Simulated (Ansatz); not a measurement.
Reaction (SMILES): Cl[Se] (Cl-Se) → Cl atom + Se atom
B3LYP-D3(BJ)/def2-TZVP geometries, fixed; electronic energies without zero-point terms.
Largest species:
```xyz
2

Se     0.0000     0.0000    -0.7157
Cl     0.0000     0.0000     1.4313
```
Charge 0, spin multiplicity 2.

Basis-set convergence of the atomisation energy at MP2 with Ansatz (a first-principles code). Cartesian d functions, on some or all atoms, in 6-31G, 6-311G**; all else is spherical. Cores are frozen (with 3d on Ga to Br). Open shells are unrestricted. No added dispersion term, no relativity. Functions are those of the species that has most. Reference: Hartree-Fock in aug-cc-pV(Q+d)Z plus the correlation part extrapolated as X^-3 from aug-cc-pV(T+d)Z and aug-cc-pV(Q+d)Z, 66.35 kcal/mol, itself unsure by roughly 0.73 kcal/mol (a third of the extrapolation step and of the last Hartree-Fock step). Deviations are taken from unrounded values.

```json
[
 {"basis": "STO-3G", "functions": "27", "atomisation energy (kcal/mol)": "45.78", "minus reference (kcal/mol)": "-20.57"},
 {"basis": "6-31G", "functions": "42", "atomisation energy (kcal/mol)": "23.39", "minus reference (kcal/mol)": "-42.96"},
 {"basis": "cc-pV(D+d)Z", "functions": "50", "atomisation energy (kcal/mol)": "49.43", "minus reference (kcal/mol)": "-16.91"},
 {"basis": "def2-SVP", "functions": "50", "atomisation energy (kcal/mol)": "48.81", "minus reference (kcal/mol)": "-17.53"},
 {"basis": "6-311G**", "functions": "71", "atomisation energy (kcal/mol)": "48.89", "minus reference (kcal/mol)": "-17.46"},
 {"basis": "pcseg-2", "functions": "77", "atomisation energy (kcal/mol)": "59.23", "minus reference (kcal/mol)": "-7.12"},
 {"basis": "def2-TZVP", "functions": "85", "atomisation energy (kcal/mol)": "60.04", "minus reference (kcal/mol)": "-6.31"},
 {"basis": "def2-TZVPP", "functions": "90", "atomisation energy (kcal/mol)": "60.14", "minus reference (kcal/mol)": "-6.20"},
 {"basis": "def2-TZVPD", "functions": "103", "atomisation energy (kcal/mol)": "60.89", "minus reference (kcal/mol)": "-5.46"},
 {"basis": "aug-pcseg-2", "functions": "109", "atomisation energy (kcal/mol)": "61.32", "minus reference (kcal/mol)": "-5.03"},
 {"basis": "aug-cc-pV(T+d)Z", "functions": "114", "atomisation energy (kcal/mol)": "61.62", "minus reference (kcal/mol)": "-4.73"},
 {"basis": "def2-QZVP", "functions": "145", "atomisation energy (kcal/mol)": "63.88", "minus reference (kcal/mol)": "-2.47"},
 {"basis": "def2-QZVPP", "functions": "159", "atomisation energy (kcal/mol)": "63.96", "minus reference (kcal/mol)": "-2.38"},
 {"basis": "def2-QZVPPD", "functions": "177", "atomisation energy (kcal/mol)": "64.05", "minus reference (kcal/mol)": "-2.29"},
 {"basis": "aug-cc-pV(Q+d)Z", "functions": "182", "atomisation energy (kcal/mol)": "64.50", "minus reference (kcal/mol)": "-1.84"},
 {"basis": "aug-pcseg-3", "functions": "182", "atomisation energy (kcal/mol)": "64.33", "minus reference (kcal/mol)": "-2.01"},
 {"basis": "cc-pV(5+d)Z", "functions": "204", "atomisation energy (kcal/mol)": "65.31", "minus reference (kcal/mol)": "-1.04"},
 {"basis": "pcseg-4", "functions": "216", "atomisation energy (kcal/mol)": "65.37", "minus reference (kcal/mol)": "-0.98"}
]
```
